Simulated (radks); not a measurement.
All-electron atom: the carbon ion C4+ in 1s1 2s1 (not the ground configuration).

Method: Dirac Kohn-Sham, BP86, spin-unpolarised, spherical densities, point nucleus; computed with a radial shooting solver on a logarithmic mesh with Libxc functionals.

Energy parts (eV):
part                     energy
total                  -573.430
kinetic                 573.360
electron-nucleus      -1184.276
Hartree                  92.059
exchange-correlation    -54.572

Orbitals (lengths in bohr, moments of r in powers of bohr; <r^-3> diverges for s and p1/2):
orbital	occ.	eigenvalue (eV)	<r>	<r^-3>	<1/r>	small-component weight
1s1/2	1	-412.5632	0.2545	-	5.934	4.68e-04
2s1/2	1	-82.9075	1.113	-	1.319	9.23e-05

The highest occupied level is 2s1/2 at -82.908 eV. The density falls to 0.001 e/bohr^3 at r = 2.22 bohr.
